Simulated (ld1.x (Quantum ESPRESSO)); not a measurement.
# Configuration tests for Cd (RRKJ)

ld1.x (Quantum ESPRESSO) 7.5 input, shortened:

```
&input
   title='Cd', zed=48., rel=1, dft='PZ', iswitch=3,
   config='[Kr] 4d10 5s1.5 5p0'
 /
 &inputp
   pseudotype=2, tm=.false., rho0=0.005, lloc=-1, rcloc=1.65,
   nlcc=.true., rcore=1.05
 /
3
5S  1  0   1.50   0.00  2.00  2.00  0.0
5P  2  1   0.00   0.00  2.30  2.30  0.0
4D  3  2  10.00   0.00  1.52  1.52  0.0
 &test
   configts(1)='4d10 5s1.5 5p0'
 /
```

Energies are relative to the spin-unpolarised reference configuration 4d10 5s1.5 5p0; without spin polarisation the order of configurations can differ from experiment. Spin-polarised rows fill each open shell by Hund’s rule, majority spin first.

```json
{"valence configuration": "4d10 5s2 5p0", "charge": "0", "ΔE all-electron (eV)": "-3.876", "error AE − PS (meV)": "-0.2"}
{"valence configuration": "4d10 5s1 5p0", "charge": "+1", "ΔE all-electron (eV)": "5.752", "error AE − PS (meV)": "-2.5"}
{"valence configuration": "4d10 5s0 5p0", "charge": "+2", "ΔE all-electron (eV)": "23.272", "error AE − PS (meV)": "-26"}
{"valence configuration": "4d10 5s0 5p2", "charge": "0", "ΔE all-electron (eV)": "6.038", "error AE − PS (meV)": "-3.3"}
{"valence configuration": "4d10 5s1 5p1", "charge": "0", "ΔE all-electron (eV)": "0.914", "error AE − PS (meV)": "-0.3"}
{"valence configuration": "4d10 5s1.5 5p0 (spin-polarised)", "charge": "+0.5", "ΔE all-electron (eV)": "-0.040", "error AE − PS (meV)": "+0.2"}
{"valence configuration": "4d10 5s1 5p0 (spin-polarised)", "charge": "+1", "ΔE all-electron (eV)": "5.563", "error AE − PS (meV)": "-1.6"}
```

Question: What are ΔE and the potential's error for 4d9 5s2 5p1?

Answer: ΔE = 8.718 eV all-electron; the error (AE − PS) is -144 meV.

Question: What are ΔE and the potential's error for 4d9 5s2 5p0?

Answer: ΔE = 14.270 eV all-electron; the error (AE − PS) is -122 meV.

Note: ghost state, extra bound levels that the all-electron valence spectrum of the same l lacks: s at -51.0 eV. A true bound ghost makes a file unfit for plane-wave use.
